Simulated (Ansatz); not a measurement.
Steps of a relaxation of `O[Si](O)(O)[O][GeH3]` with RKS PBE-D4/def2-SVP.

```sh
$ ansatz run in.yaml --threads 4 --pin off --events-out ev --progress --plain --max-ram 11315MiB
```

```yaml
crystal:
  periodic: [false, false, false]
  atoms:
    - {symbol: O, position_ang: [-1.469300, -0.861600, -0.521400]}
    - {symbol: Si, position_ang: [-0.586800, -0.216700, 0.777200]}
    - {symbol: O, position_ang: [0.444900, -1.438000, 1.336700]}
    - {symbol: O, position_ang: [-1.565300, 0.249500, 2.049500]}
    - {symbol: O, position_ang: [0.320300, 1.163500, 0.266800]}
    - {symbol: Ge, position_ang: [1.386100, 0.651200, -1.055300]}
    - {symbol: H, position_ang: [-2.021800, -0.037500, -0.838100]}
    - {symbol: H, position_ang: [0.616500, -2.050600, 0.584900]}
    - {symbol: H, position_ang: [-2.182600, 0.990800, 1.719700]}
    - {symbol: H, position_ang: [2.191900, 1.854600, -1.553300]}
    - {symbol: H, position_ang: [0.534500, 0.064300, -2.203200]}
    - {symbol: H, position_ang: [2.408600, -0.424600, -0.529500]}
basis:
  gaussian: {orbitals: def2-SVP}
hamiltonian: {xc: pbe, dispersion: d4}
relax: {f_tol: 0.03, max_steps: 200}
```

Positions (Å) and forces (eV/Å) along the path, 11 of 21 steps:

```xyz
12
step=1 energy=-72649.2487 eV
O    -1.469   -0.862   -0.521   -1.039    2.459   -0.281
Si   -0.587   -0.217    0.777    0.615    0.046    0.706
O     0.445   -1.438    1.337   -0.629    0.392   -0.830
O    -1.565    0.249    2.050   -0.946    1.312   -0.956
O     0.320    1.163    0.267   -1.388   -1.014    0.800
Ge    1.386    0.651   -1.055    1.385   -0.387   -0.916
H    -2.022   -0.037   -0.838    1.134   -2.142    0.354
H     0.617   -2.051    0.585   -0.002    0.124    0.483
H    -2.183    0.991    1.720    1.113   -1.271    0.847
H     2.192    1.855   -1.553    0.040    0.346   -0.005
H     0.534    0.064   -2.203   -0.043   -0.038   -0.098
H     2.409   -0.425   -0.529   -0.240    0.173   -0.105
12
step=3 energy=-72649.7531 eV
O    -1.601   -0.921   -0.424   -0.128    0.138   -0.203
Si   -0.651   -0.255    0.783    0.087    0.046    0.171
O     0.318   -1.482    1.359   -0.154    0.122   -0.117
O    -1.517    0.324    2.076   -0.059    0.113   -0.052
O     0.245    1.010    0.142   -0.161   -0.161    0.012
Ge    1.482    0.697   -1.138    0.107    0.004   -0.072
H    -2.066   -0.256   -0.971    0.139   -0.238    0.117
H     0.439   -2.208    0.722   -0.065    0.020    0.075
H    -1.986    1.164    1.909    0.188   -0.154    0.071
H     2.128    2.068   -1.427    0.018    0.048   -0.015
H     0.767    0.129   -2.401    0.034    0.034    0.048
H     2.519   -0.324   -0.595   -0.007    0.027   -0.034
12
step=4 energy=-72649.7969 eV
O    -1.632   -0.998   -0.409   -0.107    0.077   -0.050
Si   -0.689   -0.272    0.767    0.300   -0.191    0.107
O     0.273   -1.492    1.360   -0.015    0.037   -0.059
O    -1.498    0.339    2.078   -0.149    0.151   -0.089
O     0.196    0.972    0.081   -0.122   -0.010    0.031
Ge    1.498    0.738   -1.149    0.048   -0.048   -0.027
H    -2.074   -0.372   -1.009    0.003   -0.063    0.002
H     0.318   -2.272    0.780   -0.058    0.043    0.039
H    -1.816    1.253    1.964    0.096   -0.074    0.051
H     2.114    2.135   -1.381   -0.008    0.028    0.010
H     0.847    0.186   -2.449    0.011    0.020   -0.007
H     2.541   -0.272   -0.600   -0.001    0.031   -0.007
12
step=10 energy=-72649.8899 eV
O    -1.786   -1.098   -0.403   -0.104    0.096   -0.066
Si   -0.739   -0.320    0.636    0.019    0.065   -0.008
O     0.309   -1.514    1.133   -0.028   -0.091   -0.082
O    -1.577    0.389    1.890    0.048    0.197   -0.036
O     0.130    0.915   -0.069   -0.065   -0.039    0.084
Ge    1.596    0.807   -1.114    0.059    0.007   -0.090
H    -2.524   -0.552   -0.732    0.094   -0.097    0.093
H     0.035   -2.404    0.841    0.022    0.095    0.067
H    -1.285    1.309    2.045   -0.044   -0.227   -0.010
H     1.998    2.281   -1.370   -0.003   -0.016    0.001
H     1.201    0.103   -2.444    0.019    0.000    0.039
H     2.719    0.030   -0.381   -0.017    0.011    0.010
12
step=11 energy=-72649.9178 eV
O    -1.837   -1.058   -0.444   -0.219    0.150   -0.100
Si   -0.755   -0.292    0.564    0.086    0.113   -0.020
O     0.360   -1.470    0.954   -0.229   -0.448   -0.022
O    -1.613    0.361    1.836    0.055    0.031   -0.032
O     0.121    0.957   -0.098    0.028   -0.021   -0.035
Ge    1.628    0.807   -1.098   -0.030   -0.021   -0.007
H    -2.652   -0.550   -0.627    0.183   -0.135    0.086
H    -0.022   -2.372    0.885    0.206    0.348    0.070
H    -1.196    1.178    2.167   -0.036   -0.056    0.011
H     1.979    2.268   -1.477   -0.016   -0.021   -0.004
H     1.301   -0.039   -2.362    0.017    0.027    0.053
H     2.762    0.154   -0.264   -0.046    0.033    0.000
12
step=12 energy=-72649.9096 eV rejected
O    -1.817   -0.914   -0.582   -0.052    0.016    0.039
Si   -0.721   -0.252    0.489   -0.740   -0.080    0.374
O     0.372   -1.453    0.866    0.126   -0.003   -0.100
O    -1.628    0.298    1.783    0.127    0.059   -0.008
O     0.141    1.041   -0.073    0.164   -0.096   -0.048
Ge    1.626    0.795   -1.079    0.211    0.138   -0.145
H    -2.715   -0.537   -0.511    0.210   -0.022   -0.002
H     0.002   -2.352    0.922   -0.012    0.111   -0.043
H    -1.199    1.039    2.251   -0.070   -0.096   -0.054
H     1.964    2.210   -1.610   -0.009   -0.005   -0.028
H     1.285   -0.183   -2.233    0.013   -0.007   -0.010
H     2.766    0.252   -0.188    0.032   -0.015    0.025
12
step=15 energy=-72649.9358 eV rejected
O    -1.930   -0.927   -0.524   -0.415    0.215    0.064
Si   -0.768   -0.280    0.480   -0.019    0.009   -0.033
O     0.337   -1.498    0.767   -0.094   -0.210    0.041
O    -1.581    0.302    1.814    0.031    0.089    0.090
O     0.125    0.966   -0.153   -0.007   -0.017    0.025
Ge    1.675    0.814   -1.078    0.016   -0.027   -0.038
H    -2.801   -0.476   -0.451    0.438   -0.210   -0.038
H    -0.057   -2.387    0.871    0.091    0.224   -0.041
H    -1.119    1.032    2.267   -0.042   -0.106   -0.080
H     1.885    2.231   -1.682    0.019   -0.100    0.021
H     1.493   -0.265   -2.186    0.047    0.091    0.068
H     2.817    0.433   -0.091   -0.067    0.042   -0.078
12
step=17 energy=-72649.9391 eV
O    -1.900   -0.965   -0.504   -0.029    0.022    0.005
Si   -0.764   -0.283    0.505    0.009    0.000   -0.016
O     0.342   -1.490    0.830   -0.004    0.006   -0.003
O    -1.596    0.319    1.818   -0.003    0.013    0.012
O     0.125    0.963   -0.135    0.000   -0.008    0.002
Ge    1.659    0.811   -1.086    0.003    0.001   -0.004
H    -2.755   -0.500   -0.499    0.025   -0.015    0.003
H    -0.045   -2.381    0.882   -0.002   -0.005    0.000
H    -1.148    1.073    2.241    0.001   -0.016   -0.007
H     1.922    2.241   -1.620   -0.006    0.000   -0.003
H     1.437   -0.189   -2.251    0.005   -0.005    0.008
H     2.799    0.345   -0.147    0.001    0.007    0.004
12
step=19 energy=-72649.9406 eV rejected
O    -1.956   -0.924   -0.510    0.003    0.021    0.023
Si   -0.779   -0.286    0.480   -0.015   -0.029    0.011
O     0.321   -1.511    0.757   -0.028   -0.009    0.006
O    -1.573    0.302    1.824    0.016    0.012    0.013
O     0.117    0.955   -0.158    0.038    0.019   -0.006
Ge    1.678    0.815   -1.066    0.039    0.022   -0.098
H    -2.807   -0.455   -0.451    0.019   -0.009   -0.004
H    -0.077   -2.395    0.842    0.012    0.022   -0.010
H    -1.089    1.015    2.277   -0.012   -0.027   -0.024
H     1.866    2.207   -1.729   -0.001   -0.035    0.065
H     1.545   -0.279   -2.161    0.011   -0.002    0.068
H     2.830    0.502   -0.070   -0.081    0.014   -0.042
12
step=20 energy=-72649.9417 eV
O    -1.939   -0.937   -0.508    0.001    0.009    0.008
Si   -0.773   -0.284    0.487    0.001   -0.011   -0.002
O     0.329   -1.504    0.778   -0.008    0.010    0.000
O    -1.578    0.307    1.823   -0.001   -0.003    0.002
O     0.120    0.958   -0.153    0.000    0.011   -0.005
Ge    1.670    0.816   -1.078    0.016   -0.014    0.002
H    -2.791   -0.469   -0.466    0.005   -0.003   -0.001
H    -0.065   -2.390    0.851   -0.001   -0.004   -0.004
H    -1.105    1.033    2.265    0.004   -0.002   -0.003
H     1.885    2.224   -1.688   -0.010   -0.015   -0.002
H     1.512   -0.263   -2.182    0.002    0.015    0.008
H     2.813    0.454   -0.095   -0.009    0.006   -0.002
12
step=21 energy=-72649.9421 eV
O    -1.952   -0.924   -0.509   -0.001    0.006    0.009
Si   -0.776   -0.284    0.481   -0.004   -0.001   -0.002
O     0.323   -1.509    0.756   -0.002    0.011    0.004
O    -1.569    0.302    1.826    0.003   -0.005    0.000
O     0.118    0.958   -0.159   -0.011   -0.004    0.006
Ge    1.676    0.814   -1.072   -0.008    0.015   -0.012
H    -2.802   -0.454   -0.454    0.006   -0.003   -0.003
H    -0.073   -2.394    0.831   -0.003   -0.010   -0.005
H    -1.086    1.018    2.274    0.002    0.000   -0.003
H     1.861    2.209   -1.721    0.016   -0.020    0.011
H     1.542   -0.291   -2.153    0.013    0.005    0.022
H     2.815    0.500   -0.066   -0.012    0.006   -0.027
```

It took 31 s on 4 threads of an Intel Xeon 6975P-C on a shared host, with 0.22 GiB of host memory at the peak.
